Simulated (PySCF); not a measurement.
# Working out the excitation energy of F⁺

F⁺ [He] 2s2 2p4 (3P) → F⁺ [He] 2s1 2p5 (3P). Computed with PySCF 2.14 in x2c-QZVPPall (7s4p3d2f1g, 57 functions), with the spin-free X2C one-electron Hamiltonian (Gaussian nucleus). Frozen: nothing. Energies in hartree (1 hartree = 27.21139 eV):

| part | F⁺ (lower) | F⁺ (upper) |
| --- | --- | --- |
| UHF | -98.928456 | -98.127503 |
| CCSD correlation | -0.197180 | -0.242809 |
| (T) | -0.002619 | -0.005506 |

Problem. What does Hartree-Fock give?

Solution. (-98.127503) − (-98.928456) = 0.800953 hartree = 21.795 eV.

Problem. What do CCSD and CCSD(T) give?

Solution. The CCSD correlation energies differ by -0.045629 hartree = -1.242 eV and the triples by -0.002887 hartree = -0.079 eV, so CCSD gives 20.553 eV and CCSD(T) 20.474 eV.

Measured between the centres of the two terms (NIST): 20.431 eV, so CCSD(T) (valence and next inner shell) is off by 0.043 eV.

What remains against the reference includes basis incompleteness and higher excitations.
